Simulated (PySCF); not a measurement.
## Dipole response of Cr (chromium, neutral)

[Ar] 3d5 4s1, high-spin 7S determinant. Calculation: PySCF 2.14, in aug-cc-pwCVTZ-DK with one added diffuse shell each of s, p, d, f, g type (11s10p8d5f4g, 152 functions); the spin-free X2C one-electron Hamiltonian (Gaussian nucleus). Coupled (time-dependent) response in atomic units; α is the mean over directions.

| method | mean α (bohr³) | C₆ (like pair) | S(−4) |
| --- | --- | --- | --- |
| PBE0 | 75.17 | 636.3 | 4181 |

S(−4) is the Cauchy moment in α(ω) = α(0) + S(−4) ω² + …

Reference α: 83 ± 12 bohr³ (recommended; Schwerdtfeger and Nagle, table of static dipole polarizabilities (2023 update)). Published C₆: 602.0 (Chu and Dalgarno (2004); Tang, Norbeck and Certain (1976)).

α(iu) at PBE0:

| u (hartree) | α(iu) (bohr³) |
| --- | --- |
| 0 | 75.17 |
| 0.0500 | 66.13 |
| 0.100 | 49.38 |
| 0.200 | 26.64 |
| 0.300 | 16.63 |
| 0.500 | 8.914 |
| 0.750 | 5.437 |
| 1.00 | 3.821 |
| 1.50 | 2.296 |
| 2.00 | 1.572 |
| 3.00 | 0.8857 |
| 5.00 | 0.4014 |

A single London oscillator, α(iu) = α/(1 + u²/ω²), gives C₆ = (3/4) ω α². Matching the computed C₆ needs ω = 4 × 636.3 / (3 × 75.17²) = 0.150 hartree.
